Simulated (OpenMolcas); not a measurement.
An atom or ion with 13 electrons was computed by SS-CASPT2, IPEA 0.25 Eh, imaginary shift 0.1 Eh with spin-orbit coupling (OpenMolcas, ANO-RCC-VTZP, DKH2). The lowest levels that the run gave, each within 12 % of the measured value where one is at hand:

```json
{"J": "1/2", "Parity": "odd", "E (cm⁻¹)": "0.0", "g": "0.666"}
{"J": "3/2", "Parity": "odd", "E (cm⁻¹)": "105", "g": "1.334"}
{"J": "1/2", "Parity": "even", "E (cm⁻¹)": "26820", "g": "2.671"}
{"J": "3/2", "Parity": "even", "E (cm⁻¹)": "26857", "g": "1.735"}
{"J": "5/2", "Parity": "even", "E (cm⁻¹)": "26919", "g": "1.601"}
{"J": "3/2", "Parity": "even", "E (cm⁻¹)": "40709", "g": "0.800"}
{"J": "5/2", "Parity": "even", "E (cm⁻¹)": "40709", "g": "1.200"}
```

Problem. Which ion is it, and what are the configurations and terms?

Solution. Al (Z = 13, neutral; active space 3 electrons in 4 orbitals (3s 3p)). J, parity and g give the terms where levels are pure, and mixed ones are named by the computed weights; the size of the splittings, set against known spectra of the 13-electron sequence, gives the charge. In order, with the measured energies in cm⁻¹ (NIST Handbook of Basic Atomic Spectroscopic Data): 3s² 3p ²P°_1/2, 3s² 3p ²P°_3/2 (112), 3s 3p² ⁴P_1/2 (29020), 3s 3p² ⁴P_3/2 (29067), 3s 3p² ⁴P_5/2 (29143), 3s 3p² ²D_3/2, 3s 3p² ²D_5/2.

Over all roots computed the reference weight is 0.92 to 0.98; the roots of lowest weight are the least certain, and an intruder state may touch them. Terms from blocks run as CI alone lack orbitals of their own. Terms of s pⁿ other than that of highest spin mix with s² pⁿ⁻² d, which this space lacks; all of them can be thousands of cm-1 off, and some have no real level of that name. Computed and measured levels are paired by configuration, term and J; levels that our copy of the source lacks, or whose pairing is in doubt (as where it misses far off the trend of its configuration), stay unpaired and out of the deviations. Only configurations of the active space appear.

° marks odd parity.
